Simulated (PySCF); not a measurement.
# Interval between two levels of P²⁺ by level of theory

P²⁺ [Ne] 3s2 3p1 [2P3/2, M_J = 3/2] → P²⁺ [Ne] 3s1 3p2 [4P5/2, M_J = 5/2], as a difference of total energies. All numbers are calculated (PySCF 2.14, the two-component X2C-1e Hamiltonian, in x2c-TZVPall-2c with one added diffuse shell each of s, p type (6s7p2d1f, 44 functions)). Correlated levels: [Ne] frozen; the 6 highest virtual spinors dropped. "Screened" scales the spin-orbit matrix elements by Boettger's factors to mimic the two-electron term; Breit and QED terms are absent.

| method | interval between two levels (cm⁻¹) |
| --- | --- |
| GHF (spin-free) | 44039 |
| GMP2 (spin-free) | 52136 |
| GHF (screened spin-orbit) | 44045 |
| GMP2 (screened spin-orbit) | 52144 |

The labels give the starting determinants; with spin-orbit coupling the two ends relaxed to ⟨J²⟩ = 3.76, ⟨L²⟩ = 2.01, ⟨S²⟩ = 0.75 and ⟨J²⟩ = 8.75, ⟨L²⟩ = 2.00, ⟨S²⟩ = 3.75.
